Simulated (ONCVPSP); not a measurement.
## Plane-wave convergence, ONCV potential for Cr

ONCVPSP 4.0.1 input, shortened (lines: element, Z, core and valence counts, functional; n l f; lmax; l rc ep ncon nbas qcut; lloc lpopt rc5 dvloc0; l nproj debl; icmod fcfact rcfact), PBEsol, scalar-relativistic:

```
  Cr 24.00    3    5  -116133      upf
    1    0    2.00
    2    0    2.00
    2    1    6.00
    3    0    2.00
    3    1    6.00
    3    2    5.00
    4    0    0.75
    4    1    0.25
    2
    0    1.30    0.00    4    9    8.60
    1    1.70    0.00    3    8    7.20
    2    1.30    0.00    4    9   10.40
    4    3    0.90    1.00
    0    2    0.40
    1    3    2.30
    2    1    1.30
    3    4.25    1.70
```

Task: For each optimised wave give the share of its norm inside rc, the residual kinetic energy above qcut (Ha) and the cutoffs (Ha) for errors of 10, 1, 0.1 and 0.01 mHa per electron.

Result:

| wave | norm inside rc | residual KE | 10 mHa | 1 mHa | 0.1 mHa | 0.01 mHa |
| --- | --- | --- | --- | --- | --- | --- |
| 3s | 0.878 | 1.9e-05 | 21.1 | 28.0 | 33.0 | 57.8 |
| 4s | 0.029 | 5.2e-06 | 6.3 | 22.8 | 29.9 | 35.3 |
| 3p | 0.948 | 9.8e-06 | 16.2 | 20.0 | 23.0 | 27.2 |
| 4p | 0.017 | 1.1e-06 | 9.7 | 15.2 | 19.6 | 23.1 |
| p projector 3 | 0.173 | 4.1e-05 | 16.9 | 21.5 | 24.8 | 32.6 |
| 3d | 0.532 | 6.3e-05 | 38.2 | 46.0 | 52.7 | 173.0 |

The occupied waves need 46 Ha and 53 Ha for 1 and 0.1 mHa. 1 of 4 tests not solved or not reliable.
